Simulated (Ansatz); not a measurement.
Energy landscape of H3Ga, singlet: umbrella (inversion) coordinate, bond length relaxed. Scanned: angle between the Ga-H bonds and the threefold axis (90 = planar). Other coordinates (Ga-H bond length) were minimised at B3LYP/def2-TZVP.

Methods: RKS-PBE/cc-pVDZ = restricted PBE/cc-pVDZ in Ansatz (a first-principles code); RKS-PBE0/cc-pVDZ = restricted PBE0/cc-pVDZ (Ansatz); FCI/cc-pVDZ = full CI/cc-pVDZ, cores with 3d frozen in Ansatz.

Energies relative to the lowest point of each profile, in mEh; the last columns give the error against full CI:

| a / ° | RKS-PBE/cc-pVDZ | RKS-PBE0/cc-pVDZ | FCI/cc-pVDZ | RKS-PBE/cc-pVDZ − FCI/cc-pVDZ | RKS-PBE0/cc-pVDZ − FCI/cc-pVDZ |
|---|---|---|---|---|---|
| 90 | 0.0 | 0.0 | 0.0 | 0.0 | 0.0 |
| 93.75 | 1.0 | 1.1 | 1.1 | 0.0 | 0.0 |
| 95.41 | 2.1 | 2.2 | 2.2 | -0.1 | 0.0 |
| 99.16 | 6.1 | 6.4 | 6.4 | -0.3 | 0.1 |
| 101.55 | 9.7 | 10.2 | 10.1 | -0.4 | 0.1 |
| 104.34 | 15.0 | 15.8 | 15.6 | -0.6 | 0.2 |
| 107.87 | 23.3 | 24.6 | 24.3 | -0.9 | 0.3 |
| 110.73 | 31.5 | 33.1 | 32.6 | -1.2 | 0.5 |
| 114.65 | 44.7 | 47.0 | 46.2 | -1.6 | 0.8 |
| 117.53 | 55.9 | 58.9 | 57.7 | -1.8 | 1.1 |
| 120.11 | 67.2 | 70.7 | 69.2 | -2.0 | 1.5 |
| 123.55 | 84.0 | 88.4 | 86.3 | -2.3 | 2.1 |
| 125.95 | 97.1 | 102.2 | 99.5 | -2.4 | 2.6 |
| 128.91 | 114.9 | 120.7 | 117.3 | -2.4 | 3.5 |
| 132 | 135.5 | 142.3 | 137.7 | -2.1 | 4.6 |

RKS-PBE/cc-pVDZ is furthest from FCI/cc-pVDZ at 125.95 (-2.4 mEh, below); its mean absolute error over the points is 1.2 mEh.

RKS-PBE0/cc-pVDZ is furthest from FCI/cc-pVDZ at 132 (4.6 mEh, above); its mean absolute error over the points is 1.2 mEh.
